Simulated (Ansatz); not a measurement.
`F[SiH]([SiH3])I` + CH₄ → `C[SiH]([SiH3])I` + H–F  (formal exchange of groups at the Si–F bond)

Isolated molecules relaxed with PBE0-D4/def2-TZVP in Ansatz; ΔE leaves out vibrations. CCSD(T)/CBS adds triple-zeta CCSD(T) − MP2 to the extrapolated MP2 energy (def2 sets, frozen cores). This one scheme is used for every species. DFT in def2-TZVPP. B3LYP here is the variant with VWN-RPA as its local correlation; programs differ in this. def2 core potentials past Kr. For I outer-core shells are correlated without core-valence functions, which leaves a few kJ/mol of doubt a bond.

```tsv
level	ΔE (kJ/mol)	difference from CCSD(T)/CBS
PBE-D4	120.1	-2.9
r2SCAN-D4	132.1	9.1
ωB97M-V	128.5	5.5
B2PLYP	135.8	12.8
B3LYP	141.3	18.3
HF/def2-TZVPP	148.2	25.2
MP2/def2-TZVPP	120.9	-2.1
SCS-MP2/def2-TZVPP	128.2	5.2
CCSD/def2-TZVPP	126.2	3.2
CCSD(T)/def2-TZVPP	123.3	0.3
HF/def2-QZVPP	150.2	27.2
MP2/def2-QZVPP	121.5	-1.5
SCS-MP2/def2-QZVPP	128.6	5.6
HF/CBS(def2)	150.5	27.5
MP2/CBS(def2)	120.6	-2.4
CCSD/CBS(def2)	126.0	3.0
CCSD(T)/CBS	123.0	0
```

Largest T1 diagnostic among the species: 0.011.

In def2-TZVPP, CCSD(T) changes the Hartree–Fock value by −24.9 kJ/mol (the triples alone add −3.0 kJ/mol) and MP2 by −27.2 kJ/mol. The D4 term adds −8.3 kJ/mol with B3LYP and −4.7 kJ/mol with PBE0; it sums over pairs of atoms, weighted by their polarisabilities, and B3LYP, whose exchange is more repulsive, gets the larger term.

CCSD(T)/CBS has its own doubt, a few kJ/mol and more with outer-core shells, so smaller differences from it don't rank the levels.
